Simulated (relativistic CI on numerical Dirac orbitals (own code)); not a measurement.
La³⁺: M4,5 absorption edge

Computed with this model: Dirac-Coulomb-Breit CI, orbitals from a KLI potential per configuration, QED by a radiative potential, multiplet model of core-to-valence dipole absorption, unscaled Slater integrals; configurations [Kr] 4d10 5s2 5p6 → [Ar] 3d9 4s2 4p6 4d10 4f 5s2 5p6; 10 K; Lorentzian 0.9 eV and Gaussian 0.4 eV FWHM. Energies are those of the free ion, without screening or charge transfer. The branching ratio is the share of the lower-energy edge in the whole absorption, uncertain by about 0.02 where the edges overlap. S is read from ⟨S²⟩ = S(S + 1).

free ion: ground-state S = 0.00, centroid 847.89 eV, branching ratio 0.372. Peaks (eV, height): 837.4 (59), 854.1 (100).

The statistical ratio of this edge is 3/5 = 0.600. Values above it arise where the holes sit mainly in the j = l + 1/2 valence subshell or the ground state has high spin; values below it where core-valence Coulomb terms move weight to the upper edge, as in nearly empty shells.

Strongest unbroadened transitions for free ion:

```tsv
Energy (eV)	Relative strength
832.45	0.6
837.41	58.7
854.13	100.0
```
